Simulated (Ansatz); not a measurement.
Basis-set series for C$_{3}$H$_{11}$BSe. Charge 0, multiplicity 1. The bonds changed during the relaxation, so this is another structure than the one it started from. The structure was optimised at the PBE0-D4/def2-TZVP level. It is one conformer, not always the lowest.

Z-matrix (Å, degrees):
```
C
B 1 1.576
H 1 1.093 2 114.2
H 1 1.093 2 114.2 3 126.6
H 1 1.101 2 106.5 3 -116.7
C 2 1.576 1 119.4 3 -161.1
C 2 1.576 1 119.4 3 34.5
H 6 1.093 2 114.2 1 34.3
H 6 1.093 2 114.1 1 160.7
H 6 1.100 2 106.7 1 -82.5
H 7 1.093 2 114.2 1 -34.3
H 7 1.100 2 106.7 1 82.5
H 7 1.093 2 114.1 1 -160.7
Se 2 3.053 1 95.7 3 -63.3
H 14 1.467 2 93.8 1 -45.8
H 14 1.467 2 93.8 1 45.7
```

```tsv
functional	basis	functions	energy (Eh)	HOMO (eV)	LUMO (eV)
PBE0-D4	def2-TZVPP	326	-2546.94017	-7.30	-0.09
PBE0-D4	def2-QZVPP	647	-2546.99955	-7.32	-0.20
ωB97M-V	def2-TZVPP	326	-2547.16879	-9.48	1.65
ωB97M-V	def2-QZVPP	647	-2547.22652	-9.49	1.21
```

(1) Give the rows for def2-SVP. (An estimate is asked.)

## Answers

(1) Computed: 
```json
{"functional": "PBE0-D4", "basis": "def2-SVP", "functions": "143", "energy (Eh)": "-2546.48844", "HOMO (eV)": "-7.16", "LUMO (eV)": "0.17"}
{"functional": "ωB97M-V", "basis": "def2-SVP", "functions": "143", "energy (Eh)": "-2546.70576", "HOMO (eV)": "-9.33", "LUMO (eV)": "2.22"}
```

Positive LUMOs are unbound and depend on the basis. Scalar relativity is left out up to krypton.
